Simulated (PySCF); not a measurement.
Species: C₄H₁₄OSi₂.
Atom-mapped SMILES: `[CH3:1][C:2]([CH3:3])([CH3:4])[SiH2:5][O:6][SiH3:7]` (hydrogens: H8, H9, H10 on C1; H11, H12, H13 on C3; H14, H15, H16 on C4; H17, H18 on Si5; H19, H20, H21 on Si7)

Method used: TDDFT PBE0/def2-SVPD, vertical, gas phase, core orbitals frozen in the response (PySCF). Geometry: PBE0-D3(BJ)/def2-SVP, one conformer, isolated molecule. Torsions of this conformer, `[CH3:1][C:2]([CH3:3])([CH3:4])[SiH2:5][O:6][SiH3:7]`: C1–C2–Si5–O6 -178°, C2–Si5–O6–Si7 -61°.

Predict the UV-vis stick spectrum at this level.

```
state  E (eV)  ν̃ (cm⁻¹)       f  main configurations (H = HOMO, L = LUMO)
   S1    6.53      52650  0.0010                                 H→L (96%)
   S2    7.13      57520   0.038                               H→L+1 (94%)
   S3    7.19      58000  0.0004                               H-1→L (96%)
   S4    7.65      61670  0.0072                  H→L+2 (47%), H-2→L (36%)
   S5    7.80      62930  0.0058                  H→L+2 (45%), H-2→L (44%)
   S6    7.88      63580   0.019                               H→L+3 (91%)
   S7    8.02      64700   0.073      H→L+4 (68%), H→L+5 (10%), H-2→L (9%)
   S8    8.06      64980   0.055                             H-1→L+1 (89%)
   S9    8.12      65500   0.075                  H→L+5 (73%), H→L+4 (14%)
  S10    8.16      65780  0.0097   H-3→L (46%), H-5→L (22%), H-1→L+2 (11%)
```

Triplets (Tamm–Dancoff): T1 6.31 eV, H→L (91%); T2 6.84 eV, H-1→L (91%); T3 6.96 eV, H→L+1 (85%); T4 7.26 eV, H-2→L (61%), H→L+2 (11%), H→L+5 (8%).

The lowest singlet lies at 6.53 eV (190 nm, vacuum ultraviolet) and is very weak; its leading configuration is HOMO→LUMO (96%). The largest oscillator strength of a single state is 0.075. Löwdin shares by element: HOMO carbon 34% or more, silicon 18% or more, oxygen 12% (atoms not listed hold the other 37%); LUMO silicon 42%, oxygen 11%, hydrogen 9% or more (atoms not listed hold the other 38%). The oscillator strengths of these states sum to 0.285; summed over the whole spectrum of an exact calculation they would give the number of electrons, 74 (Thomas–Reiche–Kuhn). The listed states span 1.63 eV, and the widest gap between neighbours is 0.60 eV (S1 to S2). Orbital energies (eV): HOMO-3 -9.44, HOMO-2 -9.12, HOMO-1 -8.57, HOMO -7.67, LUMO 0.00, LUMO+1 0.48, LUMO+2 0.92. All these states lie below the vertical ionisation energy of 9.37 eV (ΔSCF). Only the lowest 10 singlets were computed, as vertical energies without vibronic structure.
